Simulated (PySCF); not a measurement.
Simulation results for B$_{3}$H$_{4}$O

Calculation on a computer-drawn molecule: optimised geometry and harmonic frequencies of an isolated molecule of the commonest isotopes, restricted reference for singlets and unrestricted otherwise, frozen core in MP2. Program: PySCF 2.14.0.

### B$_{3}$H$_{4}$O

Start structure:
```xyz
8
B3H4O
B     -0.0793     1.8939    -2.8865
O     -0.0373     0.8747    -2.1953
B     -0.0242    -0.2116    -1.3634
B      0.4337     0.0225     0.1732
H     -0.1003     2.9284    -3.5387
H     -0.2365    -1.1865    -1.8896
H      0.6840     1.0302     0.5956
H      0.5036    -0.8115     0.9319
```

Settings of this run: charge 0, multiplicity 2, method HF and basis cc-pVDZ.

It finds rotational constants 25.89, 4.41, 3.768 GHz; total energy -151.2015 hartree; spin squared 0.7577; convergence status largest gradient component 3.695e-05 hartree/bohr.

Drawn bonds:
```
atom  other atom  order
   1           2      1
   2           3      1
   3           4      1
   1           5      1
   3           6      1
   4           7      1
   4           8      1
```

Optimised structure:
```xyz
8
B3H4O
B     -0.0667     1.9847    -2.8926
O     -0.0918     0.8994    -2.4026
B     -0.0003    -0.4563    -1.2777
B      0.4374     0.0256     0.2034
H     -0.0463     3.0429    -3.3872
H     -0.3036    -1.3659    -1.9824
H      0.6661     1.1860     0.4675
H      0.5489    -0.7763     1.0989
```

Modes:
```
frequency (cm⁻¹)  reduced mass (dalton)
           73.55                   2.98
           134.2                  2.703
           165.9                  9.158
           311.7                  2.558
           415.7                  1.208
           580.6                  1.266
           747.2                   1.49
           852.9                   1.38
           856.7                  1.374
           906.5                   1.34
            1005                  1.692
            1087                  1.385
            1295                   1.43
            1958                  4.687
            2599                  1.064
            2663                  1.114
            2802                  1.104
            3033                  1.211
```
